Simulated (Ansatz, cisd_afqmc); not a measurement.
Species: I, charge -1, singlet.

Total energies in def2-TZVPPD, 8 correlated electrons, 9 frozen orbitals. Radicals and triplets start from unrestricted determinants; spin-orbit coupling is neglected. Cores are frozen in correlated methods (noble-gas shells, and filled d and f shells in the p block). Past Kr the def2 sets carry scalar-relativistic core potentials. AFQMC is phaseless with a CISD trial state; ± is one standard error, without the phaseless bias. Outlying blocks are dropped, and bars are widened where a walk drifts. Over all cases where full CI ran beside it in this data, AFQMC minus full CI had a median of +0.1 mEh and passed +0.4 mEh in a tenth of the cases. Spin-orbit terms, left out, reach several kcal/mol for Br and I, and more for heavier atoms.

```json
[
 {"method": "HF", "program": "Ansatz", "energy (Eh)": "-296.74354", "minus CCSDTQ (mEh)": "166.04"},
 {"method": "MP2", "program": "Ansatz", "energy (Eh)": "-296.88821", "minus CCSDTQ (mEh)": "21.36"},
 {"method": "CCSD", "program": "Ansatz", "energy (Eh)": "-296.90280", "minus CCSDTQ (mEh)": "6.77"},
 {"method": "CCSD(T)", "program": "Ansatz", "energy (Eh)": "-296.90888", "minus CCSDTQ (mEh)": "0.70"},
 {"method": "CCSDT(Q)", "program": "Ansatz", "energy (Eh)": "-296.90956", "minus CCSDTQ (mEh)": "0.01"},
 {"method": "CCSDTQ", "program": "Ansatz", "energy (Eh)": "-296.90958", "minus CCSDTQ (mEh)": "0.00"},
 {"method": "AFQMC/CISD", "program": "cisd_afqmc", "energy (Eh)": "-296.9095 ± 0.0003", "minus CCSDTQ (mEh)": "0.0 ± 0.3"}
]
```

Ansatz is a program for electronic structure.
